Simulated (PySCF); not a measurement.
SMILES OB(O)c1ccc(OC)s1, GFN2-xTB optimised geometry.

```
17

C     -2.43    -2.74     0.00
O     -1.03    -2.94     0.00
C     -0.26    -1.84     0.00
C      1.10    -1.84     0.00
C      1.63    -0.54     0.00
C      0.70     0.46     0.00
B      0.89     2.00     0.00
O     -0.20     2.80     0.01
O      2.12     2.59    -0.01
S     -0.90    -0.23     0.00
H     -2.87    -3.74     0.01
H     -2.74    -2.20    -0.90
H     -2.74    -2.18     0.88
H      1.69    -2.74     0.00
H      2.69    -0.35     0.00
H      0.01     3.74     0.01
H      2.87     2.00    -0.02
```

Density from PySCF with CAM-B3LYP/def2-SVP at that geometry.

Minimum of the electron density along straight lines between bonded atoms, close to the bond critical point (lines longer than 1.1 times the sum of covalent radii, or with two minima, are not listed):

```csv
bond,length / Å,ρ at the minimum / e bohr⁻³,∇²ρ there / e bohr⁻⁵,position (fraction from the first atom)
C1–O2,1.409,0.253,-0.31,0.34
O2–C3,1.343,0.298,-0.29,0.67
C3–C4,1.367,0.323,-0.84,0.53
C4–C5,1.406,0.301,-0.76,0.50
C5–C6,1.369,0.320,-0.80,0.50
C6–B7,1.556,0.183,-0.09,0.68
B7–O8,1.351,0.209,1.13,0.33
B7–O9,1.365,0.200,1.09,0.33
C3–S10,1.737,0.213,-0.49,0.49
C6–S10,1.743,0.207,-0.41,0.45
C1–H11,1.088,0.285,-1.13,0.65
C1–H12,1.095,0.281,-1.08,0.64
C1–H13,1.095,0.281,-1.08,0.64
C4–H14,1.074,0.283,-1.09,0.64
C5–H15,1.077,0.283,-1.08,0.63
O8–H16,0.958,0.355,-2.43,0.82
O9–H17,0.955,0.359,-2.47,0.82
```
